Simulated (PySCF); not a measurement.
# A search over the determinants of RbP

Unrestricted PBE0; PySCF, spin-free X2C with a Gaussian nucleus, basis sets Rb x2c-TZVPPall, P x2c-TZVPPall. Outer shells of the fragments: Rb 5s1; P 3s2 3p3.

Followed along the bond (rough minima from three points):

| 2Ms+1 | unpaired | ⟨S²⟩ at the start | R at minimum (Å) | Te (eV) |
| --- | --- | --- | --- | --- |
| 3 | π ↑↑ | 2.02 | 3.15 | 0.00 |
| 3 | σ ↑, π ↑ | 2.01 | 2.94 | 0.29 |
| 1 | π ↑↓ | 1.01 | 3.14 | 0.30 |
| 1 | σ ↓, π ↑ | 1.01 | 2.95 | 0.59 |
| 1 | none | 0.00 | 3.13 | 1.40 |

Solutions found at the starting distance of 3.125 Å, counted from the lowest of them; the search is not exhaustive and high or unbound solutions are not listed, so other states can lie among these:

| 2Ms+1 | unpaired | term | E (eV) | ⟨S²⟩ | ⟨Lz²⟩ | μ (D) |
| --- | --- | --- | --- | --- | --- | --- |
| 3 | π ↑↑ | ³Σ⁻ | 0.00 | 2.02 | 0.00 | -9.39 |
| 1 | π ↑↓ | mixed | 0.30 | 1.01 | 2.03 | -9.59 |
| 3 | σ ↑, π ↑ | ³Π | 0.34 | 2.01 | 1.02 | -10.85 |
| 1 | σ ↓, π ↑ | mixed | 0.64 | 1.01 | 1.02 | -10.78 |
| 1 | none | mixed | 1.40 | 0.00 | 2.01 | -9.66 |
| 5 | σ ↑↑, π ↑↑ | ⁵Σ⁻ | 1.64 | 6.00 | 0.00 | 2.46 |

A term symbol is given only where ⟨S²⟩ and ⟨Lz²⟩ are close to those of a pure state; real π, δ and φ orbitals otherwise mix terms. A positive dipole means Rb(−)P(+).

Problem. Compare the gap between the two lowest followed solutions at the starting distance with the gap between their minima.

Solution. At PBE0 the second solution (triplet, unpaired electrons σ ↑, π ↑) lies +0.34 eV from the first (triplet, unpaired electrons π ↑↑) at 3.125 Å and +0.29 eV at the minima; the two curves relax by different amounts, since their minima lie near 2.94 and 3.15 Å.

Spin–orbit coupling is left out. Counting both spins, an empty level lies below a filled one in some of these solutions, because spin and occupation are held.
